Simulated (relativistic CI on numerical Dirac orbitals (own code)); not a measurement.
Electric-dipole lines of Kr¹²⁺

Calculated at this level of theory: Dirac-Coulomb-Breit CI, KLI orbitals optimised for each configuration, a model potential for QED, unscaled Slater integrals (own radial code, finite nucleus).

Configurations in the expansion (outside the closed core [Ne]): 3s2 3p6 3d6, 3s2 3p5 3d7, 3s2 3p4 3d8, 3s 3p6 3d7, 3s2 3p6 3d5 4s, 3p6 3d8, 3s2 3p6 3d5 4p, 3s2 3p6 3d5 4d, 3s 3p5 3d8, 3s2 3p6 3d4 4s2, 3s2 3p6 3d4 4s 4p, 3s2 3p6 3d5 4f, 3s2 3p6 3d5 5s, 3s2 3p6 3d4 4p2, 3s2 3p5 3d6 4s, 3s2 3p6 3d5 5p, 3s2 3p6 3d4 4s 4d, 3s2 3p4 3d7 4s, 3s2 3p6 3d5 5d, 3s2 3p5 3d6 4p, 3s2 3p6 3d4 4p 4d, 3s2 3p4 3d7 4p, 3s2 3p6 3d5 5g, 3s2 3p6 3d5 6s, 3s2 3p6 3d5 6d, 3s 3p6 3d6 4s, 3s 3p6 3d5 4s2, 3p6 3d7 4s, 3p6 3d7 4p, 3p6 3d7 4d, 3s 3p6 3d6 5s. Levels of other configurations are missing.

| λ vac (nm) | Lower | Upper | A (s⁻¹) | log gf | S velocity/length |
| --- | --- | --- | --- | --- | --- |
| 8.5884 | 3s2 3p6 3d6 1I_6 [21] | 3s2 3p5 3d7 1H°_5 [148] | 9.62e+11 | 1.07 | 0.60 |
| 8.6865 | 3s2 3p6 3d6 3H_6 [8] | 3s2 3p5 3d7 3G°_5 [134] | 7.42e+11 | 0.97 | 0.63 |
| 8.6927 | 3s2 3p6 3d6 3G_5 [15] | 3s2 3p5 3d7 1G°_4 [136] | 2.60e+11 | 0.42 | 0.65 |
| 8.7521 | 3s2 3p6 3d6 1G_4 [32] | 3s2 3p5 3d7 1F°_3 [183] | 6.31e+11 | 0.71 | 0.68 |
| 8.7965 | 3s2 3p6 3d6 3G_4 [16] | 3s2 3p5 3d7 3F°_3 [135] | 4.49e+11 | 0.56 | 0.66 |
| 8.8040 | 3s2 3p6 3d6 1G_4 [22] | 3s2 3p5 3d7 1F°_3 [138] | 4.90e+11 | 0.60 | 0.66 |
| 8.8395 | 3s2 3p6 3d6 3F_4 [28] | 3s2 3p5 3d7 3D°_3 [162] | 5.42e+11 | 0.65 | 0.72 |
| 8.8596 | 3s2 3p6 3d6 3G_5 [15] | 3s2 3p5 3d7 1G°_4 [130] | 2.42e+11 | 0.41 | 0.66 |
| 8.8975 | 3s2 3p6 3d6 3H_5 [9] | 3s2 3p5 3d7 3F°_4 [126] | 4.59e+11 | 0.69 | 0.63 |
| 8.9639 | 3s2 3p6 3d6 3H_4 [12] | 3s2 3p5 3d7 3G°_3 [124] | 4.36e+11 | 0.57 | 0.64 |
| 9.1102 | 3s2 3p6 3d6 3F_4 [7] | 3s2 3p5 3d7 3D°_3 [119] | 2.03e+11 | 0.25 | 0.64 |
| 9.5603 | 3s2 3p6 3d6 3G_5 [15] | 3s2 3p5 3d7 3G°_5 [111] | 1.84e+11 | 0.44 | 0.82 |
| 9.6868 | 3s2 3p6 3d6 5D_4 [1] | 3s2 3p5 3d7 5D°_4 [82] | 1.82e+11 | 0.36 | 0.84 |
| 9.7212 | 3s2 3p6 3d6 1I_6 [21] | 3s2 3p5 3d7 1I°_6 [112] | 1.86e+11 | 0.53 | 0.77 |
| 9.8561 | 3s2 3p6 3d6 5D_3 [2] | 3s2 3p5 3d7 5D°_2 [77] | 1.40e+11 | 0.01 | 0.81 |
| 9.9358 | 3s2 3p6 3d6 3H_5 [9] | 3s2 3p5 3d7 3H°_5 [95] | 1.23e+11 | 0.30 | 0.79 |
| 9.9672 | 3s2 3p6 3d6 5D_4 [1] | 3s2 3p5 3d7 5P°_3 [69] | 1.70e+11 | 0.25 | 0.69 |
| 9.9967 | 3s2 3p6 3d6 3F_4 [7] | 3s2 3p5 3d7 3H°_4 [90] | 1.39e+11 | 0.27 | 0.82 |
| 10.167 | 3s2 3p6 3d6 3H_6 [8] | 3s2 3p5 3d7 3H°_6 [85] | 1.81e+11 | 0.56 | 0.76 |
| 10.803 | 3s2 3p6 3d6 5D_4 [1] | 3s2 3p5 3d7 5F°_5 [41] | 5.06e+10 | -0.01 | 0.93 |

Terms are leading LS components. Brackets give the number of a level in order of energy, since labels repeat. The list gives strong lines, with weight on those to low levels, among the lowest 400 of 9980 levels, so that lines to higher ones, which can be the strongest, are missing. Levels whose partners in the same complex of configurations lie outside the list can be far off, and so can their lines. Rates are taken at the computed energies, electric ones in the length gauge. A velocity-to-length ratio far from 1 marks an uncertain rate.

At this charge energies of transitions that change n are usually good to better than 1 %, and those within a shell (Δn = 0) to a few per cent. Terms inside the open d or f shell come out 10 to 20 % too wide with unscaled integrals.

LS names give the leading component of a level, which can be under half, so a name can repeat, a term be missing and a line seem to break the LS rules.
